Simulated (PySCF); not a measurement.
C4H13NSi2 (charge +1 and doublet state).
Cartesian coordinates in Å at the GFN2-xTB level; atoms count from 1:
```
atom  x, y, z in Å
C1     2.6512   -0.7782   -0.2429
Si2    1.4924   -0.3552    1.2023
N3    -0.0030    0.2573    0.4054
Si4   -0.1580    2.0138    0.0661
C5    -0.9765   -0.6513    0.1024
C6    -1.7181   -0.6537   -1.2553
C7    -2.4532   -0.2574   -0.0488
H8     2.8742    0.0986   -0.8456
H9     3.5882   -1.1639    0.1474
H10    2.2209   -1.5365   -0.8931
H11    1.0497   -1.5208    1.9606
H12    1.9298    0.7707    2.0152
H13    1.2221    2.4484   -0.0879
H14   -0.9444    2.1751   -1.1520
H15   -0.8326    2.5081    1.2647
H16   -0.8005   -1.6413    0.5063
H17   -1.8785   -1.6355   -1.6758
H18   -1.4214    0.0981   -1.9692
H19   -3.1542   -0.9498    0.3943
H20   -2.6932    0.7840    0.1027
```

The hyperfine couplings belong to this conformer and change with its torsions.

As a line formula: `C[SiH2][N+]([SiH3])C1CC1` [radical] (charge +1).

Computed with PySCF, UKS B3LYP, pcH-1 on C H N Si, non-relativistic, mean-field spin-orbit, GIAO. Isolated species at its GFN2-xTB geometry (one conformer only). A GFN2-xTB geometry isn't a minimum of the functional, and hyperfine couplings can be far from their values at a DFT geometry, by a factor of two or more for some ions and for spin on atoms past the first row. No stability test was run, so a lower SCF solution isn't excluded.

Task: Where do the isotropic ENDOR lines of C5, C6/C7, C1, N3, H13/H14/H15, H17/H19, H11/H12, H16, Si2 and Si4 fall at 341.9 mT, to first order?

Result: For S = 1/2 in fast tumbling each set of equivalent nuclei gives two lines, ν± = |νn ± a/2| to first order, with νn = g_N μN B/h and μN/h = 7.62259 MHz/T.

```json
{"nuclei": "C5", "isotope": "13C", "g_N": "1.4048", "νn (MHz)": "3.66", "a_iso (MHz)": "-24.67", "lower line (MHz)": "8.68", "upper line (MHz)": "16.00"}
{"nuclei": "C6/C7", "isotope": "13C", "g_N": "1.4048", "νn (MHz)": "3.66", "a_iso (MHz)": "24.57", "lower line (MHz)": "8.63", "upper line (MHz)": "15.95"}
{"nuclei": "C1", "isotope": "13C", "g_N": "1.4048", "νn (MHz)": "3.66", "a_iso (MHz)": "21.10", "lower line (MHz)": "6.89", "upper line (MHz)": "14.21"}
{"nuclei": "N3", "isotope": "14N", "g_N": "0.4038", "νn (MHz)": "1.05", "a_iso (MHz)": "24.05", "lower line (MHz)": "10.97", "upper line (MHz)": "13.08"}
{"nuclei": "H13/H14/H15", "isotope": "1H", "g_N": "5.5857", "νn (MHz)": "14.56", "a_iso (MHz)": "34.19", "lower line (MHz)": "2.54", "upper line (MHz)": "31.65"}
{"nuclei": "H17/H19", "isotope": "1H", "g_N": "5.5857", "νn (MHz)": "14.56", "a_iso (MHz)": "24.50", "lower line (MHz)": "2.30", "upper line (MHz)": "26.81"}
{"nuclei": "H11/H12", "isotope": "1H", "g_N": "5.5857", "νn (MHz)": "14.56", "a_iso (MHz)": "15.56", "lower line (MHz)": "6.78", "upper line (MHz)": "22.34"}
{"nuclei": "H16", "isotope": "1H", "g_N": "5.5857", "νn (MHz)": "14.56", "a_iso (MHz)": "-6.87", "lower line (MHz)": "11.12", "upper line (MHz)": "17.99"}
{"nuclei": "Si2", "isotope": "29Si", "g_N": "-1.1106", "νn (MHz)": "2.89", "a_iso (MHz)": "26.21", "lower line (MHz)": "10.21", "upper line (MHz)": "16.00"}
{"nuclei": "Si4", "isotope": "29Si", "g_N": "-1.1106", "νn (MHz)": "2.89", "a_iso (MHz)": "24.58", "lower line (MHz)": "9.40", "upper line (MHz)": "15.19"}
```

The rows for 13C and 29Si, of low natural abundance, apply to labelled samples.

Task: Which pairs are centred on the nuclear Larmor frequency, and which on half the coupling?

Result: Centred on νn, since |a| < 2νn: H17/H19, H11/H12 and H16. Centred on |a|/2 and split by 2νn: C5, C6/C7, C1, N3, H13/H14/H15, Si2 and Si4.

Task: At what field would the lower line of C5 fall to zero frequency?

Result: Where νn = |a|/2, that is B = 12.34 MHz/(1.4048 × 7.62259 MHz/T) = 1150 mT, as far as first order holds there.

Couplings of abundant isotopes left out: H8/H9/H10 (2.6 MHz) and H18/H20 (-1.7 MHz).

Class means assume fast exchange of nuclei equivalent by connectivity; if that motion is slow, each nucleus keeps its own coupling. The three 1H nuclei of mean +34.2 MHz run from 13.3 to 74.3 MHz in the frozen geometry. The 1H value of +15.6 MHz is a mean of couplings from 10.5 to 20.6 MHz in this one geometry, not an average over conformers. The 1H value of +24.5 MHz is a mean of couplings from 20.5 to 28.5 MHz in this one geometry, not an average over conformers.
